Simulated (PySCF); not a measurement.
The dipole of `O=CC1COBOC1` from its density and from atomic charges.

Coordinates (PBE0-D3(BJ)/def2-SVP, Å) and charges (e) from the PBE0/pcSseg-1 density (PySCF):

```json
{"atom": "O1", "x": "2.878", "y": "0.067", "z": "-0.943", "Mulliken": "-0.3260", "IAO": "-0.3642", "Hirshfeld": "-0.2118", "ESP-fitted": "-0.3849"}
{"atom": "C2", "x": "2.010", "y": "-0.160", "z": "-0.147", "Mulliken": "+0.3013", "IAO": "+0.2685", "Hirshfeld": "+0.1421", "ESP-fitted": "+0.2602"}
{"atom": "C3", "x": "0.535", "y": "-0.019", "z": "-0.425", "Mulliken": "-0.4853", "IAO": "-0.2004", "Hirshfeld": "-0.0473", "ESP-fitted": "-0.0992"}
{"atom": "C4", "x": "-0.246", "y": "-1.244", "z": "0.043", "Mulliken": "+0.1541", "IAO": "-0.0520", "Hirshfeld": "+0.0145", "ESP-fitted": "+0.4066"}
{"atom": "O5", "x": "-1.636", "y": "-1.050", "z": "-0.056", "Mulliken": "-0.4966", "IAO": "-0.3937", "Hirshfeld": "-0.1755", "ESP-fitted": "-0.6009"}
{"atom": "B6", "x": "-2.170", "y": "0.197", "z": "0.005", "Mulliken": "+0.4875", "IAO": "+0.3563", "Hirshfeld": "+0.2104", "ESP-fitted": "+0.7090"}
{"atom": "O7", "x": "-1.410", "y": "1.311", "z": "0.176", "Mulliken": "-0.4950", "IAO": "-0.3931", "Hirshfeld": "-0.1749", "ESP-fitted": "-0.5878"}
{"atom": "C8", "x": "-0.013", "y": "1.217", "z": "0.293", "Mulliken": "+0.1476", "IAO": "-0.0493", "Hirshfeld": "+0.0168", "ESP-fitted": "+0.3506"}
{"atom": "H9", "x": "2.260", "y": "-0.485", "z": "0.899", "Mulliken": "+0.0763", "IAO": "+0.0905", "Hirshfeld": "+0.0417", "ESP-fitted": "+0.0206"}
{"atom": "H10", "x": "0.413", "y": "0.114", "z": "-1.512", "Mulliken": "+0.1523", "IAO": "+0.1587", "Hirshfeld": "+0.0492", "ESP-fitted": "+0.0635"}
{"atom": "H11", "x": "0.015", "y": "-1.477", "z": "1.093", "Mulliken": "+0.1115", "IAO": "+0.1310", "Hirshfeld": "+0.0424", "ESP-fitted": "-0.0208"}
{"atom": "H12", "x": "0.018", "y": "-2.126", "z": "-0.561", "Mulliken": "+0.1407", "IAO": "+0.1556", "Hirshfeld": "+0.0523", "ESP-fitted": "+0.0094"}
{"atom": "H13", "x": "-3.362", "y": "0.322", "z": "-0.101", "Mulliken": "-0.0247", "IAO": "+0.0025", "Hirshfeld": "-0.0566", "ESP-fitted": "-0.1532"}
{"atom": "H14", "x": "0.431", "y": "2.130", "z": "-0.133", "Mulliken": "+0.1430", "IAO": "+0.1584", "Hirshfeld": "+0.0536", "ESP-fitted": "+0.0298"}
{"atom": "H15", "x": "0.262", "y": "1.185", "z": "1.364", "Mulliken": "+0.1132", "IAO": "+0.1315", "Hirshfeld": "+0.0431", "ESP-fitted": "-0.0029"}
```

Task: Compute μ = Σ q r for each scheme (1 e·Å = 4.803 D) and compare with the dipole of the full density.

Result: The full density gives (0.64, -0.60, 1.56) D, 1.79 D in size; dipole vectors point from the negative to the positive end.

| scheme | μx | μy | μz | size (D) | share of the full size (%) | angle to the full dipole (°) |
| --- | --- | --- | --- | --- | --- | --- |
| Mulliken | 1.12 | -0.75 | 2.31 | 2.68 | 150 | 5 |
| IAO | 0.92 | -0.70 | 1.84 | 2.17 | 121 | 4 |
| Hirshfeld | 0.31 | -0.38 | 1.07 | 1.17 | 65 | 6 |
| ESP-fitted | 0.63 | -0.60 | 1.55 | 1.78 | 99 | 0 |

Task: Which set comes closest?

Result: Length of the difference vector: ESP-fitted 0.01 D, IAO 0.41 D, Hirshfeld 0.63 D, Mulliken 0.91 D. Closest: ESP-fitted. The schemes that divide the density aren't constrained to reproduce the dipole.

Task: What is left for the Hirshfeld atoms' own dipoles?

Result: The Hirshfeld atoms' densities add up to the full density, so μ = Σ q r + Σ (atomic dipoles). The atomic dipoles sum to (0.64, -0.60, 1.56) − (0.31, -0.38, 1.07) = (0.33, -0.22, 0.49) D, 0.63 D in size.

Task: With the origin at the mean of the coordinates, (-0.001, -0.001, 0.000) Å, which are the largest single terms, by size, of the IAO dipole along the direction of the full one?

Result: O7 +1.49, B6 -1.42, H10 -0.92, H11 +0.92, C2 +0.82 D; all 15 atoms together +2.17 D. The single terms depend on the origin, their sum doesn't.

Task: Give the size of the full dipole in other units.

Result: 1.79 D = 0.705 au = 0.373 e·Å = 5.98 × 10⁻³⁰ C·m.

The structure is a single PBE0-D3(BJ)/def2-SVP conformer in the gas phase; no vibrational or solvent corrections.
